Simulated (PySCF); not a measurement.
Compound: CH₃NO₂Si.
Numbering: `[N:1]#[C:2][SiH:3]([OH:4])[OH:5]` (hydrogens: H6 on Si3; H7 on O4; H8 on O5)

Cartesian coordinates in Å at the PBE0-D3(BJ)/def2-SVP level; atoms count from 1:
```
atom  x, y, z in Å
N1     2.5087    0.4483   -0.6264
C2     1.4406    0.2388   -0.2258
Si3   -0.2949   -0.0786    0.3975
O4    -0.7837   -1.5849   -0.0281
O5    -1.2347    1.0792   -0.3052
H6    -0.2857   -0.0403    1.8706
H7    -0.8898   -1.7814   -0.9643
H8    -0.8048    1.8545   -0.6778
```

Computed with PBE0-D3(BJ)/def2-SVP geometry optimisation, gas phase in PySCF 2.14.0.

Take the most abundant isotopes and a rigid rotor. The values belong to one conformer with, in the numbering `[N:1]#[C:2][SiH:3]([OH:4])[OH:5]`, C2–Si3–O4–H -65°, C2–Si3–O5–H -17°.

(1) Give the principal moments of inertia and the rotational constants in GHz.

(2) What kind of rotor is it?

(3) Is it planar, by Δ = Ic − Ia − Ib?

(4) Give the other two planar moments, Paa and Pbb, and the rms extents of the mass along the axes.

(5) Which lines would a microwave search look for?

Results:

(1) Ia = 77.66, Ib = 170.68, Ic = 223.37 u·Å²; 505379 MHz·u·Å²/I gives 6508, 2961 and 2263 MHz, that is A = 6.5076, B = 2.9610, C = 2.2625 GHz.

(2) An asymmetric top; Ray's κ = -0.671.

(3) Not planar: Δ = Ic − Ia − Ib = -24.97 u·Å². For a rigid frame Δ = −2 Σ m c², so Σ m c² = 12.48 u·Å² lies off the ab plane: 5.22 from hydrogen and 7.26 from heavier atoms. The atom farthest from that plane is 1.84 Å away.

(4) Paa = Σ m a² = (Ib + Ic − Ia)/2 = 158.20 and Pbb = Σ m b² = (Ia + Ic − Ib)/2 = 65.17 u·Å². With the mass M = 88.99 u, the rms extents √(P/M) along a, b and c are 1.33, 0.86, 0.37 Å.

(5) The dipole components are |μa| = 1.70 D, |μb| = 1.04 D, |μc| = 0.89 D. Intensities carry the squares of the components, which stand as 1.00 : 0.38 : 0.27 (a : b : c). Some lines, for components of 0.1 D or more:

```json
{"type": "c", "branch": "Q", "J(Ka,Kc)": "3(1,3) ← 3(0,3)", "MHz": "2202", "lower level (cm⁻¹)": "1.030"}
{"type": "c", "branch": "Q", "J(Ka,Kc)": "1(1,1) ← 1(0,1)", "MHz": "3547", "lower level (cm⁻¹)": "0.174"}
{"type": "b", "branch": "Q", "J(Ka,Kc)": "1(1,0) ← 1(0,1)", "MHz": "4245", "lower level (cm⁻¹)": "0.174"}
{"type": "b", "branch": "Q", "J(Ka,Kc)": "2(1,1) ← 2(0,2)", "MHz": "5037", "lower level (cm⁻¹)": "0.520"}
{"type": "b", "branch": "Q", "J(Ka,Kc)": "3(2,1) ← 3(1,2)", "MHz": "10111", "lower level (cm⁻¹)": "1.243"}
{"type": "a", "branch": "R", "J(Ka,Kc)": "2(0,2) ← 1(0,1)", "MHz": "10354", "lower level (cm⁻¹)": "0.174"}
{"type": "b", "branch": "R", "J(Ka,Kc)": "3(0,3) ← 2(1,2)", "MHz": "12366", "lower level (cm⁻¹)": "0.618"}
{"type": "b", "branch": "Q", "J(Ka,Kc)": "2(2,1) ← 2(1,2)", "MHz": "12735", "lower level (cm⁻¹)": "0.618"}
{"type": "a", "branch": "R", "J(Ka,Kc)": "3(1,3) ← 2(1,2)", "MHz": "14568", "lower level (cm⁻¹)": "0.618"}
{"type": "c", "branch": "R", "J(Ka,Kc)": "2(1,1) ← 1(0,1)", "MHz": "15390", "lower level (cm⁻¹)": "0.174"}
{"type": "a", "branch": "R", "J(Ka,Kc)": "3(2,1) ← 2(2,0)", "MHz": "16033", "lower level (cm⁻¹)": "1.046"}
{"type": "a", "branch": "R", "J(Ka,Kc)": "3(1,2) ← 2(1,1)", "MHz": "16655", "lower level (cm⁻¹)": "0.688"}
{"type": "b", "branch": "R", "J(Ka,Kc)": "3(1,3) ← 2(0,2)", "MHz": "17509", "lower level (cm⁻¹)": "0.520"}
{"type": "b", "branch": "Q", "J(Ka,Kc)": "3(3,0) ← 3(2,1)", "MHz": "19086", "lower level (cm⁻¹)": "1.580"}
{"type": "b", "branch": "Q", "J(Ka,Kc)": "3(3,1) ← 3(2,2)", "MHz": "19534", "lower level (cm⁻¹)": "1.565"}
{"type": "c", "branch": "R", "J(Ka,Kc)": "2(2,0) ← 1(1,0)", "MHz": "21879", "lower level (cm⁻¹)": "0.316"}
{"type": "c", "branch": "R", "J(Ka,Kc)": "2(2,1) ← 1(1,1)", "MHz": "22484", "lower level (cm⁻¹)": "0.293"}
{"type": "b", "branch": "R", "J(Ka,Kc)": "3(2,2) ← 2(1,1)", "MHz": "26310", "lower level (cm⁻¹)": "0.688"}
{"type": "c", "branch": "R", "J(Ka,Kc)": "3(2,1) ← 2(1,1)", "MHz": "26767", "lower level (cm⁻¹)": "0.688"}
{"type": "c", "branch": "R", "J(Ka,Kc)": "3(2,2) ← 2(1,2)", "MHz": "28406", "lower level (cm⁻¹)": "0.618"}
{"type": "b", "branch": "R", "J(Ka,Kc)": "3(2,1) ← 2(1,2)", "MHz": "28862", "lower level (cm⁻¹)": "0.618"}
{"type": "c", "branch": "R", "J(Ka,Kc)": "3(3,0) ← 2(2,0)", "MHz": "35119", "lower level (cm⁻¹)": "1.046"}
{"type": "c", "branch": "R", "J(Ka,Kc)": "3(3,1) ← 2(2,1)", "MHz": "35205", "lower level (cm⁻¹)": "1.043"}
{"type": "b", "branch": "R", "J(Ka,Kc)": "3(3,0) ← 2(2,1)", "MHz": "35213", "lower level (cm⁻¹)": "1.043"}
```

No frequency check. These are rigid-rotor constants of the computed structure; measured ground-state constants (B0) also hold zero-point vibration. Quadrupole hyperfine structure (14N) is left out.

Hardware: an Arm Neoverse V1 with one thread (shared host). Cost: 37 s wall. That covers the optimisation of the geometry.
